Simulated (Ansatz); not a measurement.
**Ligand exchange: C2H7BrSi + CH2F2O → C2H8OSi + CHBrF2**

Gas-phase species: C2H7BrSi `CC[SiH2]Br`, singlet; CH2F2O `OC(F)F`, singlet; C2H8OSi `CC[SiH2]O`, singlet; CHBrF2 (bromodifluoromethane) `FC(F)Br`, singlet. The partners trade Br for OH: Si–Br and C–OH bonds give way to Si–OH and C–Br.

Shapes, held fixed at every level: PBE0-D4/def2-TZVP. Flexible molecules stand in one conformer, not always the lowest. Programs: Ansatz 0.2.0. The zero-point and thermal change to 298 K, harmonic and unscaled (PBE0-D4/def2-TZVP), is -4.4 kJ/mol.

Q: Estimate ΔH(298 K) of this reaction.

A: The highest level, CCSD(T)/def2-TZVPP, gives ΔH(298 K) = +49.4 kJ/mol; the levels span +45.9 to +64.5. The column of differences is taken from that level and isn't an error. No measured value is set beside it here. Relativity is left out for Br. Outer-core shells of Br are correlated, in sets that cover them unevenly.

```csv
level,kind,ΔH(298 K) (kJ/mol),less CCSD(T)/def2-TZVPP
HF/def2-TZVPP,Hartree–Fock,+64.5,+15.1
SPW92/def2-TZVPP,LDA,+51.7,+2.3
PBE0-D4/def2-TZVPP,global hybrid,+56.0,+6.6
B2PLYP/def2-TZVPP,double hybrid,+45.9,-3.5
MP2/def2-TZVPP,perturbation theory,+48.8,-0.6
CCSD/def2-TZVPP,coupled cluster or CI,+51.3,+1.9
CCSD(T)/def2-TZVPP,coupled cluster or CI,+49.4,0.0
```
